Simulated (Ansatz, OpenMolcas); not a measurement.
# SiHCl2F (SMILES F[SiH](Cl)Cl): methods side by side

SiHCl2F has 5 atoms, charge 0, and is taken as a singlet. As SMILES, `F[SiH](Cl)Cl`. The shape is that of a PBE0-D4/def2-TZVP optimisation.

| atom | x (Å) | y (Å) | z (Å) |
| --- | --- | --- | --- |
| F | 0.0355 | -0.6827 | 1.4669 |
| Si | 0.1157 | -0.0484 | 0.0208 |
| Cl | -0.5119 | 1.8723 | 0.1315 |
| Cl | -1.0928 | -1.1087 | -1.2083 |
| H | 1.5033 | -0.1061 | -0.4524 |

Each level gives the energy change with the Si2–H5 bond stretched from 1.467 to 1.907 Å (eV). The values are calculated.

| level | kind | program | value (eV) | less CCSD(T)/def2-SVPD | CPU time (all runs) |
| --- | --- | --- | --- | --- | --- |
| SVWN5/def2-SVPD (restricted) | LDA | OpenMolcas | 0.91 | -0.14 | 80 s |
| PBE/def2-SVPD (restricted) | GGA | Ansatz | 0.91 | -0.14 | 5 s |
| M06-L/def2-SVPD (restricted) | meta-GGA | OpenMolcas | 1.10 | +0.05 | 1.8 min |
| BHLYP/def2-SVPD (restricted) | global hybrid | Ansatz | 1.16 | +0.11 | 7.7 s |
| M06-2X/def2-SVPD (restricted) | hybrid meta-GGA | OpenMolcas | 1.11 | +0.06 | 2.3 min |
| HSE06/def2-SVPD (restricted) | range-separated hybrid | Ansatz | 1.03 | -0.02 | 7.4 s |
| RPA@PBE0/def2-SVPD (restricted) | RPA | Ansatz | 1.07 | +0.02 | 11 s |
| MP2/def2-SVPD (restricted) | perturbation theory | Ansatz | 1.12 | +0.07 | 3.2 s |
| CCSD(T)/def2-SVPD (restricted) | coupled cluster or CI | Ansatz | 1.05 | 0.00 | 22 s |
| CCSD/def2-SVPD (restricted) | coupled cluster or CI | Ansatz | 1.08 | +0.03 | 17 s |

CCSD(T)/def2-SVPD (restricted) is the highest level here, not the true value. The first shape isn't each level's own minimum. The values span 0.91 to 1.16 eV. Times are those of the runs behind each value, whatever else they computed, on shared processors of several kinds: orders of magnitude only.
